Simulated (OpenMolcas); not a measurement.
**Tc5+: moving or changing the point charges**

Tc5+ among 3 point charges of -2.5 e arranged as a planar triangle (D3h), 2.08 Å from the ion.
```
   2.0800    0.0000    0.0000  -2.50
  -1.0400    1.8013    0.0000  -2.50
  -1.0400   -1.8013    0.0000  -2.50
```

```yaml
Program: OpenMolcas 26.06
Method: CASSCF
Basis: ANO-RCC-VDZP [6s5p3d1f]
Scalar_Hamiltonian: DKH2, point nucleus
Active_space: 2 electrons in 5 orbitals (4d)
State_averaging: 2S+1 = 3 even, 10 roots; 2S+1 = 1 even, 15 roots
Spin-orbit_coupling: state interaction with AMFI integrals over the reference wave functions
```

Runs around this geometry, states (labels of D3, the rotations of D3h). Energies in cm-1 above the lowest state or level, χT in cm3 K/mol.

| R (Å) | q (e) | Ground state | First state of that spin | First gap with spin-orbit (degeneracies) | χT at 300 K | First state of another spin |
| --- | --- | --- | --- | --- | --- | --- |
| 2.08 | -1.62 | 3A2 | 3E 1188 | 712.1 (1, 2) | 0.095 | 1E 12968 |
| 1.98 | -2.5 | 3A2 | 3E 685.7 | 825.4 (1, 2) | 0.059 | 1A1 10761 |
| 2.08 | -2.5 | 3A2 | 3E 809.8 | 800.2 (1, 2) | 0.066 | 1A1 11471 |
| 2.29 | -2.5 | 3A2 | 3E 872.8 | 761.1 (1, 2) | 0.084 | 1A1 12553 |

Scaling the charges by -1.62 / -2.5 = 0.65 scales the first state of the same spin by 1188 / 809.8 = 1.47; with fixed orbitals a first-order splitting would follow the charge.

Without dynamic correlation the repulsion within the d shell is too large (B by tens of per cent), so at a given field states of lower spin stand too high. Spin-orbit coupling mixes the spin-free states strongly: the lowest level takes only 56 % from its leading state, 3A2 (figures for R = 2.08, q = -1.62; the like holds for R = 1.98, q = -2.5, R = 2.08, q = -2.5, R = 2.29, q = -2.5). Point charges carry no covalency, so the field is a model and not that of real ligands. An unlabelled pair can be two single states that coincide in this model. No measured value stands beside these numbers.
